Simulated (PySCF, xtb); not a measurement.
C3H7BO2, SMILES OC1CB(C1)O. The values are those of a single conformer.

Harmonic wavenumbers (cm⁻¹) from GFN2-xTB (xtb) at its own minimum, in rising order: 68, 265, 282, 309, 405, 425, 551, 562, 700, 773, 889, 898, 927, 972, 1017, 1068, 1102, 1156, 1180, 1205, 1212, 1276, 1341, 1417, 1435, 1445, 2856, 2994, 3000, 3009, 3012, 3553, 3582.

**Question.** What does PBE-D3(BJ)/def2-SVP (PySCF) give at its own minimum? (An estimate is asked for; the answer gives what the named calculation found.)

**Answer.** 92, 272, 298, 328, 413, 443, 507, 534, 666, 714, 852, 885, 892, 904, 966, 1021, 1055, 1126, 1146, 1156, 1197, 1284, 1328, 1336, 1370, 1462, 2896, 2978, 2983, 3058, 3062, 3693, 3712. Paired by order, the mean absolute difference is 40 cm⁻¹ and the zero-point energies are 64.2 and 63.8 kcal/mol.
